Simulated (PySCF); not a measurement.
**A small calculation by hand: entropy of an ideal gas**

H3NSeTe, SMILES [Te](N)[SeH].

Geometry: B3LYP-D3(BJ)/def2-SVP. The def2 effective core potentials stand for the cores of Te; spin–orbit coupling is left out. One conformer was computed; it need not be the lowest.

B3LYP-D3(BJ)/def2-SVP run with PySCF gives the harmonic wavenumbers 147, 226, 272, 322, 409, 658, 675, 920, 1527, 2380, 3512, 3628 cm⁻¹ and the rotational temperatures 0.4006, 0.0670, 0.0584 K. The molar mass is 223.60 g/mol, the symmetry number 1, the spin multiplicity 1.

Q: Work out the entropy at 298.15 K and 1 atm in the rigid-rotor, harmonic-oscillator model.

A: 
Translation (Sackur–Tetrode at 1 atm): S = R[1.5 ln M + 2.5 ln T − 1.16487] = 176.2 J/(mol K).
Rotation: q = (√π/σ) T^1.5/√(θA θB θC) = 230000, S = R[ln q + 3/2] = 115.1 J/(mol K).
Vibration: with u = 1.4388 ν/T, each mode gives R[u/(e^u − 1) − ln(1 − e^−u)]:
```tsv
ν (cm⁻¹)	modes	u	S (J/(mol K))
147	1	0.71	11.34
226	1	1.09	7.99
272	1	1.31	6.63
322	1	1.55	5.44
409	1	1.97	3.89
658	1	3.18	1.51
675	1	3.26	1.41
920	1	4.44	0.54
1527	1	7.37	0.04
```
The stiffer modes add less than 0.005 each. Sum 38.8 J/(mol K).
Spin: R ln 1 = 0.0 J/(mol K).
Total 330.1 J/(mol K); the program's own thermochemistry gives 330.1. Translation makes up 53 % and vibration 12 %. Anharmonicity, hindered rotation and orbital degeneracy are left out.
